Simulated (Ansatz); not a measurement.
Species: SnF$_{2}$ (charge -1, doublet). 
Coordinates optimised at B3LYP-D3(BJ)/def2-TZVP (Ansatz, a program for electronic structure):
```
Sn
F 1 2.0373
F 1 2.0373 2 95.67
```
Charge -1, spin multiplicity 2.

### Question
Give the harmonic wavenumbers at B3LYP-D3(BJ)/def2-TZVP (Ansatz, finite differences of forces, unscaled).

### Answer
165, 454, 474 cm⁻¹. Zero-point energy 1.6 kcal/mol.

### Question
From these and the geometry, give the ideal-gas thermochemistry at 298.15 K and 1 atm (rigid rotor, harmonic oscillator).

### Answer
Point group C2v, rotational symmetry number 2. Rotational constants 9.387, 5.833, 3.598 GHz. S(trans) 41.06, S(rot) 23.53, S(vib) 4.00, S(elec, spin only) 1.38, S 70.0 cal/(mol K). H(298) - H(0) 3.07 kcal/mol; G - E(el) -16.2 kcal/mol.
